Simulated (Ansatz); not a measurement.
The same ligand exchange along the group B, Al, Ga, In.

Gas-phase electronic energies from Ansatz, PBE0-D4/def2-TZVP geometries. CBS: MP2 limit from def2 TZ/QZ plus the TZ coupled-cluster correction, frozen cores. This one scheme is used for every species. Functionals use def2-TZVPP. Elements past krypton have def2 core potentials. For Ga, In outer-core shells are correlated without core-valence functions, which leaves a few kJ/mol of doubt a bond. Scalar relativity is left out up to krypton. One conformer a species, not always the lowest.

| reaction | B97M-V (eV) | PBE0-D4 (eV) | ωB97M-V (eV) | CCSD(T)/CBS(def2) (eV) |
| --- | --- | --- | --- | --- |
| `C=CB(Cl)Cl` + HCl → `ClB(Cl)Cl` + `C=C` | -0.49 | -0.48 | -0.50 | -0.47 |
| `C=[CH][Al]([Cl])[Cl]` + HCl → `[Cl][Al]([Cl])[Cl]` + `C=C` | -1.47 | -1.41 | -1.43 | -1.45 |
| `C=[CH][Ga]([Cl])[Cl]` + HCl → `[Cl][Ga]([Cl])[Cl]` + `C=C` | -1.08 | -1.01 | -1.02 | -0.97 |
| `C=[CH][In]([Cl])[Cl]` + HCl → `[Cl][In]([Cl])[Cl]` + `C=C` | -1.20 | -1.10 | -1.11 | -1.08 |

Largest T1 diagnostic: 0.013, for `C=[CH][In]([Cl])[Cl]`.
